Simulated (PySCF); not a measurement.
# Stretching CeF

Set-up: basis Ce x2c-SVPall, F x2c-SVPall; spin-free X2C with a Gaussian nucleus; PySCF 2.14. Energies in eV from Ce (4f1 5d1 6s2) + F in their ground configurations at the same level. State: quartet, about 1.1 electrons in the 4f shell (Mulliken), real f orbitals that mix terms.

All columns are ωB97X. A positive dipole means Ce(−)F(+).

```json
{"R (Å)": "1.730", "E (eV)": "-5.275", "μ (D)": "-0.46", "Mulliken charge on Ce (basis-dependent)": "0.13", "HOMO (eV)": "-4.80", "LUMO (eV)": "1.19", "Mayer bond order": "1.35", "⟨S²⟩": "3.75"}
{"R (Å)": "1.810", "E (eV)": "-5.974", "μ (D)": "-1.02", "Mulliken charge on Ce (basis-dependent)": "0.20", "HOMO (eV)": "-4.91", "LUMO (eV)": "1.09", "Mayer bond order": "1.29", "⟨S²⟩": "3.75"}
{"R (Å)": "1.890", "E (eV)": "-6.373", "μ (D)": "-1.55", "Mulliken charge on Ce (basis-dependent)": "0.26", "HOMO (eV)": "-5.01", "LUMO (eV)": "0.99", "Mayer bond order": "1.23", "⟨S²⟩": "3.75"}
{"R (Å)": "1.951", "E (eV)": "-6.523", "μ (D)": "-1.93", "Mulliken charge on Ce (basis-dependent)": "0.30", "HOMO (eV)": "-5.09", "LUMO (eV)": "0.91", "Mayer bond order": "1.19", "⟨S²⟩": "3.75"}
{"R (Å)": "2.011", "E (eV)": "-6.576", "μ (D)": "-2.30", "Mulliken charge on Ce (basis-dependent)": "0.33", "HOMO (eV)": "-5.16", "LUMO (eV)": "0.83", "Mayer bond order": "1.16", "⟨S²⟩": "3.75"}
{"R (Å)": "2.071", "E (eV)": "-6.553", "μ (D)": "-2.67", "Mulliken charge on Ce (basis-dependent)": "0.36", "HOMO (eV)": "-5.24", "LUMO (eV)": "0.74", "Mayer bond order": "1.12", "⟨S²⟩": "3.75"}
{"R (Å)": "2.152", "E (eV)": "-6.431", "μ (D)": "-3.22", "Mulliken charge on Ce (basis-dependent)": "0.40", "HOMO (eV)": "-5.33", "LUMO (eV)": "0.64", "Mayer bond order": "1.08", "⟨S²⟩": "3.75"}
{"R (Å)": "2.252", "E (eV)": "-6.185", "μ (D)": "-4.16", "Mulliken charge on Ce (basis-dependent)": "0.44", "HOMO (eV)": "-5.45", "LUMO (eV)": "0.51", "Mayer bond order": "1.02", "⟨S²⟩": "3.75"}
{"R (Å)": "2.373", "E (eV)": "-5.808", "μ (D)": "-5.15", "Mulliken charge on Ce (basis-dependent)": "0.48", "HOMO (eV)": "-5.58", "LUMO (eV)": "0.37", "Mayer bond order": "0.96", "⟨S²⟩": "3.75"}
{"R (Å)": "2.534", "E (eV)": "-5.241", "μ (D)": "-6.32", "Mulliken charge on Ce (basis-dependent)": "0.51", "HOMO (eV)": "-5.75", "LUMO (eV)": "0.20", "Mayer bond order": "0.90", "⟨S²⟩": "3.75"}
```

A fit through these points gives, at Re = 2.020 Å, μ = -2.35 D and dμ/dR = -6.08 D/Å; the reduced mass is 16.73 u.

**Question.** How strong is the fundamental in the double-harmonic approximation, I = 42.26·(dμ/dR)²/μred km/mol?

**Answer.** I = 42.26·(-6.08)²/16.73 = 93.4 km/mol at ωB97X.

These are scalar-relativistic numbers at best; spin–orbit coupling would shift them, the dissociation energy most. The state is the lowest single determinant that the PBE0 search found; with open d or f shells the true ground state can be another one.
